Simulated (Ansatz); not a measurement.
An input meant for Mo3H6S8 (charge 0, singlet).

```yaml
crystal:
  periodic: [false, false, false]
  atoms:
    - {symbol: Mo, position_ang: [-0.870361, 0.063250, 0.856877]}
    - {symbol: Mo, position_ang: [0.026793, 1.387541, -1.005314]}
    - {symbol: Mo, position_ang: [0.975843, -1.205108, -0.547952]}
    - {symbol: S, position_ang: [0.057333, 0.915477, 2.589147]}
    - {symbol: S, position_ang: [1.097471, 0.034715, -2.464772]}
    - {symbol: S, position_ang: [-3.162753, 0.460512, 0.530579]}
    - {symbol: S, position_ang: [-0.833637, -2.392477, 0.738608]}
    - {symbol: S, position_ang: [1.503645, 2.767459, 0.039983]}
    - {symbol: S, position_ang: [-1.825183, 2.414629, -1.903164]}
    - {symbol: S, position_ang: [2.951428, -1.049859, 0.580635]}
    - {symbol: S, position_ang: [-3.459803, 0.448272, 1.856414]}
    - {symbol: H, position_ang: [-3.459803, 0.398272, 1.856414]}
    - {symbol: H, position_ang: [-0.155854, -2.431299, 1.916645]}
    - {symbol: H, position_ang: [1.215375, 2.377615, 1.346731]}
    - {symbol: H, position_ang: [-2.827422, 2.153747, -1.008544]}
    - {symbol: H, position_ang: [2.680680, 0.244302, 0.931970]}
    - {symbol: H, position_ang: [1.693009, -2.920289, -2.774548]}
basis:
  gaussian: {orbitals: STO-3G}
hamiltonian: {xc: {name: SVWN5}}
scf: {omitted_lower_state_checks: [starts]}
output: {forces: true}
```

```sh
$ ansatz run in.yaml --threads 2 --pin off --events-out ev --progress --plain --max-ram 32768MiB --backend cpu
```

It prints (some lines left out):

```
Functional definition: SVWN5
1911 factors; integrals over basis functions are off by at most 3.1e-4 eV
mean field evaluation 1: about -403201.8360 eV, gradient 4.0e1 eV
mean field evaluation 2: about -403055.5647 eV, gradient 1.9e2 eV
mean field evaluation 4: about -403198.5302 eV, gradient 3.6e1 eV
mean field evaluation 8: about -403211.1363 eV, gradient 2.5e0 eV
mean field -403211.14009988 eV, -14817.7360923436 hartree, gradient 1.8e-5 eV, S^2 0.000000; 0 other end points of the search recorded, 0 dependent functions left out
reference -403211.14013053 eV, -14817.7360934701 hartree; 130, 130 occupied and 29, 29 virtual orbitals, 1911 factors
Total energy: -403211.14013053 eV, -14817.7360934701 hartree
Atom 0 at    -0.870361     0.063250     0.856877 Å, force     4.616314     0.547469    -3.253309 eV/Å
Atom 1 at     0.026793     1.387541    -1.005314 Å, force    -0.038778    -3.106488     2.998522 eV/Å
Atom 2 at     0.975843    -1.205108    -0.547952 Å, force    -1.616907     3.989512    -0.323291 eV/Å
Atom 3 at     0.057333     0.915477     2.589147 Å, force    -1.198503    -0.826451    -2.822054 eV/Å
Atom 4 at     1.097471     0.034715    -2.464772 Å, force    -0.787081    -0.386285     2.344964 eV/Å
Atom 5 at    -3.162753     0.460512     0.530579 Å, force    25.229354     1.458386  -101.347558 eV/Å
Atom 6 at    -0.833637    -2.392477     0.738608 Å, force     0.485521     1.338165    -1.232917 eV/Å
Atom 7 at     1.503645     2.767459     0.039983 Å, force    -1.336230    -0.993381    -1.253361 eV/Å
Atom 8 at    -1.825183     2.414629    -1.903164 Å, force     2.035771    -0.625356     0.355325 eV/Å
Atom 9 at     2.951428    -1.049859     0.580635 Å, force    -1.862422    -0.223665    -1.199895 eV/Å
Atom 10 at    -3.459803     0.448272     1.856414 Å, force     1.082328 85190.321950    68.990520 eV/Å
Atom 11 at    -3.459803     0.398272     1.856414 Å, force   -25.490842 -85191.990864    33.283177 eV/Å
Atom 12 at    -0.155854    -2.431299     1.916645 Å, force     0.291823    -0.040990     0.227998 eV/Å
Atom 13 at     1.215375     2.377615     1.346731 Å, force    -0.353144    -0.568149     0.359039 eV/Å
Atom 14 at    -2.827422     2.153747    -1.008544 Å, force    -0.101243    -0.539228     0.529915 eV/Å
Atom 15 at     2.680680     0.244302     0.931970 Å, force    -0.081070     0.274336     0.159401 eV/Å
Atom 16 at     1.693009    -2.920289    -2.774548 Å, force    -0.874890     1.371041     2.183523 eV/Å
Dipole moment:    -0.005738    -0.088861     0.412111 e Å
Checks for a lower state left out: starts
```

(1) What is wrong with this run?

## Answers

(1) One atom was put on top of another. Self-consistency was reached. The result belongs to that input, not to the species as meant. The restricted singlet is unstable towards broken spin symmetry in Hartree–Fock (as tested in another run); at RKS SVWN5/STO-3G this wasn't settled.
